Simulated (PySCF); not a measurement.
SiHF₂Cl, SMILES F[SiH](F)Cl.

Geometry: ωB97X-D3(BJ)/def2-SVP.

The numbers are results of ωB97X/def2-TZVPD (PySCF), not measurements.

Isolated molecule, no solvent.

Computed frontier levels, gap, dipole moment and polarisability:
| Property | Result |
|---|---|
| highest occupied level | -12.56 eV |
| lowest empty level | 1.65 eV |
| orbital gap | 14.21 eV |
| dipole moment | 0.288 e·Å |
| quadrupole, principal values (traceless, Buckingham form, about the centre of nuclear charge) | -2.81, -1.23, 4.04 D·Å |
| mean static polarisability | 38.0 bohr³ (5.63 Å³) |
| polarisability, principal values | 34.8, 35.1, 44.1 bohr³ |
